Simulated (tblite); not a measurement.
C₅H₆NOS₂ (doublet state).
Geometry (GFN2-xTB, Å), atoms numbered from 1 in this order:
```xyz
15
C5H6NOS2 angstrom
N     -0.759    2.041   -2.449
C     -0.633    1.463   -1.471
C     -0.474    0.701   -0.263
C     -1.468   -0.519   -0.224
O     -1.465   -1.106    0.973
C      0.959    0.167   -0.133
C      1.096   -0.938    0.903
S      2.146   -0.103    2.102
S      2.052    1.411    0.689
H     -0.715    1.333    0.600
H     -2.472   -0.103   -0.430
H     -1.219   -1.207   -1.057
H      1.363   -0.091   -1.115
H      1.537   -1.868    0.552
H      0.048   -1.175    1.302
```

Method: GFN2-xTB as coded in tblite; computed harmonic values from a numerical Hessian at the method's own geometry, unscaled. The method is semi-empirical: single wavenumbers can be off by several per cent or more. One conformer, not necessarily the lowest. Open shells enter through the occupations alone, without spin polarisation, and single modes of such species can be off by tens of per cent.

Harmonic wavenumbers (cm⁻¹): 36.3, 103.1, 128.8, 159.5, 229.8, 263.0, 305.4, 359.2, 460.7, 483.0, 509.9, 527.1, 550.6, 738.7, 803.5, 832.6, 899.3, 921.1, 982.2, 1027.8, 1052.7, 1078.1, 1131.3, 1157.8, 1173.9, 1197.7, 1210.3, 1214.1, 1287.4, 1305.8, 1380.0, 1433.8, 2186.4, 2401.1, 2752.5, 2802.6, 2932.3, 2963.6, 3014.9.

A = 1782, B = 945.5, C = 657.2 MHz; mass 159.989 u (most abundant isotopes); point group C1, symmetry number 1; spin multiplicity 2.

Q: Zero-point energy?

A: Half the sum of the wavenumbers: 21999 cm⁻¹ = 263.17 kJ/mol.

Q: What is S at 200 K and 1 bar for an ideal gas of classical rigid rotors and harmonic oscillators?

A: Translation 163.85, rotation 120.76, vibration 68.50, spin (R ln 2) 5.76: S = 358.9 J/(mol K).

Q: And Cp and H(200 K) − H(0)?

A: Cp = 109.24 J/(mol K), of which vibrations give 75.98 (their classical limit is 39 R = 324.3); H(200 K) − H(0) = 14.15 kJ/mol without the zero-point energy, 7.50 from vibrations.

Q: How do the functions run with temperature in this model?

A: 
```csv
T (K),S (J/(mol K)),Cp (J/(mol K)),H − H(0) (kJ/mol),G − H(0) (kJ/mol),ln q(vib)
150,330.2,90.7,9.15,-40.38,2.61
250,385.2,127.8,20.08,-76.23,4.86
298.15,409.3,145.6,26.66,-95.37,5.95
400,457.0,180.3,43.30,-139.52,8.25
600,540.5,230.9,84.79,-239.49,12.69
900,643.5,276.1,161.50,-417.68,18.88
```

q(vib) and H(0) count from the zero-point level.

Q: What must be added to the electronic energy to get the Gibbs energy at 200 K and 1 bar?

A: ZPE + [H(200 K) − H(0)] − T·S = 263.17 + 14.15 − 71.77 = 205.55 kJ/mol.

Hindered rotation and anharmonicity are outside this model. Other conformers, if any are populated, would add a mixing term that is left out. The structure is chiral; the term R ln 2 for an equal mix with its mirror image is left out.

On one thread of an Arm Neoverse V1 (shared host), this took 0.64 s wall. The figure is for the frequency step alone.
